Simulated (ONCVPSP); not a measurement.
**u(r) = r·R(r): atom against pseudo-atom (nickel (Ni))**

Columns: radius, all-electron u(r) and pseudo u(r) of the 3s shell (level -112.75 eV) of nickel in the configuration [Ne] 3s2 3p6 3d8 4s1 4p1; PBEsol, scalar-relativistic, ONCV scheme, ONCVPSP 4.0.1.

| r (bohr) | all-electron | pseudo |
| --- | --- | --- |
| 0.078 | -0.0965 | 0.2310 |
| 0.155 | -0.6824 | 0.4501 |
| 0.232 | -0.4771 | 0.6512 |
| 0.310 | 0.0734 | 0.8282 |
| 0.388 | 0.6131 | 0.9708 |
| 0.465 | 0.9972 | 1.0730 |
| 0.542 | 1.2146 | 1.1349 |
| 0.620 | 1.2949 | 1.1574 |
| 0.698 | 1.2758 | 1.1426 |
| 0.775 | 1.1971 | 1.0961 |
| 0.852 | 1.0863 | 1.0234 |
| 0.930 | 0.9609 | 0.9294 |
| 1.008 | 0.8347 | 0.8229 |
| 1.085 | 0.7167 | 0.7138 |
| 1.162 | 0.6091 | 0.6087 |
| 1.240 | 0.5123 | 0.5122 |
| 1.318 | 0.4279 | 0.4278 |
| 1.395 | 0.3563 | 0.3562 |
| 1.472 | 0.2954 | 0.2954 |
| 1.550 | 0.2434 | 0.2433 |
| 1.628 | 0.1999 | 0.1999 |
| 1.705 | 0.1642 | 0.1641 |
| 1.782 | 0.1345 | 0.1345 |
| 1.860 | 0.1098 | 0.1097 |
| 1.938 | 0.0894 | 0.0893 |
| 2.015 | 0.0729 | 0.0728 |

Task: How many radial nodes do the two functions have?

Result: The all-electron 3s function has n − l − 1 = 2 (the table is too coarse to show those close to the nucleus); the pseudo-wave has 0, since the states of the same l below it are removed with the core.

Task: At about which radius was the pseudo-wave matched?

Result: 1.25 bohr. The columns agree to 0.0005 from 1.16 bohr on; several derivatives are matched, so the curves merge somewhat inside the radius.

Task: Is the pseudo-wave norm-conserving?

Result: Yes: the ONCV scheme keeps the norm inside the radius equal to the all-electron one, which fixes the energy derivative of the logarithmic derivative at the level.
